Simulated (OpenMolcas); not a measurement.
Re4+: ligand-field states by method

Re4+ with 4 ligands (oxide) in tetrahedral coordination (Td) at 1.88 Å. A charge of +1 e stands 3.2 Å behind each ligand. Ligand basis ANO-RCC-VDZP.
```
Re    0.0000    0.0000    0.0000
O     1.0854    1.0854    1.0854
O     1.0854   -1.0854   -1.0854
O    -1.0854    1.0854   -1.0854
O    -1.0854   -1.0854    1.0854
```

- Program: OpenMolcas 26.06
- Basis: ANO-RCC-VDZP [7s6p4d2f1g]
- Scalar Hamiltonian: DKH2, point nucleus
- Active space: 3 electrons in 5 orbitals (5d)
- State averaging: 2S+1 = 4 even, 10 roots; 2S+1 = 2 even, 40 roots
- Spin-orbit coupling: RASSI with atomic mean-field integrals over the reference wave functions

I. CASSCF
II. SS-CASPT2, IPEA 0.25 Eh, imaginary shift 0.1 Eh (the 28 lowest orbitals frozen, all others correlated)

Spin-free states (labels of Td) in cm-1, each column counted from its own energy of the first state listed:

```
   State  Degeneracy      I     II
      2E           2      0      0
     4T1           3    229    800
2S+1 = 2           3   9995   8070
2S+1 = 2           3  11585   9530
     4T2           3  12213  11880
```

From I to II, I's first state of the same spin (2S+1 = 2) moves from 9995 to 8070 cm-1, by about -1900 cm-1.

χT at 300 K: I 0.41, II 0.35 cm3 K/mol.

The states above are spin-free; spin-orbit coupling is strong here and shifts and splits them by thousands of cm-1.

Roots that are degenerate in the reference are averaged as groups; the widest CASPT2 spread within a group is 290 cm-1 (the 3-fold group of multiplicity 2 near 9530 cm-1 above the lowest state of its run, II). Shifts and gaps below about the spread of the groups concerned are not significant. Over all roots computed the reference weight is 0.67 to 0.69 in II; a low but even weight reflects the number of correlated electrons. An orbital doublet at a regular site is open to a Jahn-Teller distortion, which this geometry leaves out. This shell can be high or low spin here, a state of another spin lies low, and with metal d orbitals alone active their balance is uncertain, so the ground spin may be wrong, although the usual error favours high spin. The least metal-like active orbital is 67 % on the metal (Löwdin) and no ligand orbital is active, so the numbers are rough, and ground spin, moment and any spin crossover can be artefacts of this space; highly charged d ions in such sites are as a rule low spin. The oxide ions are held by bare point charges, a crude embedding. Ligand-to-metal charge-transfer states are missing. With no ligand orbital active B as a rule stays too high, so bands that hang on it stand too high and its fall with covalency is understated. Spin-orbit coupling mixes the spin-free states strongly: the lowest level takes only 53 % from its leading state, 4T1, which lies 229 cm-1 above the lowest spin-free state (figures for I; the like holds for II). Without dynamic correlation the repulsion within the d shell is too large (B by tens of per cent), so at a given field states of lower spin stand too high (holds for I). With metal d orbitals alone the field can be off either way by tens of per cent (holds for I). These CASPT2 states fit no ligand-field parameters well, so their order and spin gaps are uncertain (holds for II). With one d shell and no ligand orbital active, 10Dq can be off by a tenth or more (holds for II). No measured value stands beside these numbers; the geometry was imposed, not optimised, and the real ion may take another.
